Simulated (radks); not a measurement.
The numbers below are computed, except where a source is named.
Polarisability of the sulfur ion S+, [Ne] 3s2 3p3, at imaginary frequency. Level of theory: scalar-relativistic Kohn-Sham, PBE, spin-polarised, spherical densities, finite nucleus; open shells are filled with parallel spins first; Fermi nuclear charge, rms radius 3.2611 fm (a radial shooting solver on a logarithmic mesh with Libxc functionals). Response by self-consistent Sternheimer equations with the Hartree and adiabatic LDA kernel, the relativistic mass of each level held fixed and spin-orbit coupling left out.

| w (hartree) | alpha1(iw) (bohr^3) |
|---|---|
| 0.00266 | 10.91 |
| 0.0143 | 10.91 |
| 0.0360 | 10.87 |
| 0.0697 | 10.75 |
| 0.118 | 10.47 |
| 0.186 | 9.881 |
| 0.280 | 8.839 |
| 0.413 | 7.277 |
| 0.605 | 5.350 |
| 0.892 | 3.438 |
| 1.35 | 1.919 |
| 2.12 | 0.9341 |
| 3.59 | 0.3974 |
| 6.94 | 0.1425 |
| 17.5 | 0.03285 |

Static values: alpha1 = 10.91 bohr^3 (1.617 angstrom^3; uncoupled 17.40). C6 = 53.52, triple-dipole C9 = 430.2 atomic units. One-pole (London) frequency 4 C6 / (3 alpha1^2) = 0.599 hartree, against 0.658 for minus the highest occupied eigenvalue.
